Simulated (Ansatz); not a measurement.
C4H9ClFGaO, SMILES `CC(C)(C)[O][Ga]([F])[Cl]` at its PBE0-D4/def2-TZVP geometry, where that method's forces vanish. The species carries charge 0 and has multiplicity 1.

```json
{"atom": "C1", "x (Å)": "-1.262", "y (Å)": "-0.632", "z (Å)": "-0.463"}
{"atom": "C2", "x (Å)": "-0.118", "y (Å)": "0.323", "z (Å)": "-0.158"}
{"atom": "C3", "x (Å)": "-0.084", "y (Å)": "0.671", "z (Å)": "1.322"}
{"atom": "C4", "x (Å)": "-0.227", "y (Å)": "1.580", "z (Å)": "-1.004"}
{"atom": "O5", "x (Å)": "1.127", "y (Å)": "-0.279", "z (Å)": "-0.540"}
{"atom": "Ga6", "x (Å)": "1.746", "y (Å)": "-1.773", "z (Å)": "0.143"}
{"atom": "F7", "x (Å)": "0.877", "y (Å)": "-2.662", "z (Å)": "1.371"}
{"atom": "Cl8", "x (Å)": "3.589", "y (Å)": "-2.573", "z (Å)": "-0.494"}
{"atom": "H9", "x (Å)": "-1.184", "y (Å)": "-1.539", "z (Å)": "0.145"}
{"atom": "H10", "x (Å)": "-2.226", "y (Å)": "-0.169", "z (Å)": "-0.243"}
{"atom": "H11", "x (Å)": "-1.250", "y (Å)": "-0.910", "z (Å)": "-1.519"}
{"atom": "H12", "x (Å)": "0.766", "y (Å)": "1.322", "z (Å)": "1.538"}
{"atom": "H13", "x (Å)": "-0.004", "y (Å)": "-0.233", "z (Å)": "1.933"}
{"atom": "H14", "x (Å)": "-0.997", "y (Å)": "1.192", "z (Å)": "1.622"}
{"atom": "H15", "x (Å)": "-1.153", "y (Å)": "2.116", "z (Å)": "-0.784"}
{"atom": "H16", "x (Å)": "0.616", "y (Å)": "2.244", "z (Å)": "-0.804"}
{"atom": "H17", "x (Å)": "-0.216", "y (Å)": "1.323", "z (Å)": "-2.065"}
```

Q: For each bond, give half the difference of the two atoms' forces along it (eV/Å; positive pushes the atoms apart) under PBE-D4, r2SCAN-D4, B3LYP-D4, ωB97M-V in def2-TZVPP. (Estimate.)

A: Ansatz gave: 
| bond | length (Å) | PBE-D4 | r2SCAN-D4 | B3LYP-D4 | ωB97M-V |
| --- | --- | --- | --- | --- | --- |
| C1–H9 | 1.094 | 0.09 | -0.03 | -0.09 | -0.06 |
| C1–H10 | 1.092 | 0.09 | -0.03 | -0.07 | -0.06 |
| C1–H11 | 1.092 | 0.10 | -0.03 | -0.07 | -0.06 |
| C2–C3 | 1.521 | -0.04 | 0.01 | 0.10 | 0.07 |
| C2–C4 | 1.520 | 0.05 | 0.07 | 0.09 | 0.04 |
| C2–O5 | 1.434 | 0.29 | 0.31 | 0.21 | 0.15 |
| C3–H12 | 1.092 | 0.10 | -0.03 | -0.07 | -0.06 |
| C3–H13 | 1.094 | 0.09 | -0.03 | -0.09 | -0.06 |
| C3–H14 | 1.092 | 0.09 | -0.03 | -0.07 | -0.06 |
| C4–H15 | 1.092 | 0.10 | -0.03 | -0.06 | -0.07 |
| C4–H16 | 1.091 | 0.09 | -0.04 | -0.07 | -0.06 |
| C4–H17 | 1.091 | 0.09 | -0.04 | -0.07 | -0.06 |
| O5–Ga6 | 1.756 | 0.19 | -0.02 | 0.00 | -0.04 |
| Ga6–F7 | 1.747 | 0.39 | 0.00 | 0.18 | 0.07 |

B3LYP here is the variant with VWN-RPA as its local correlation; programs differ in this.
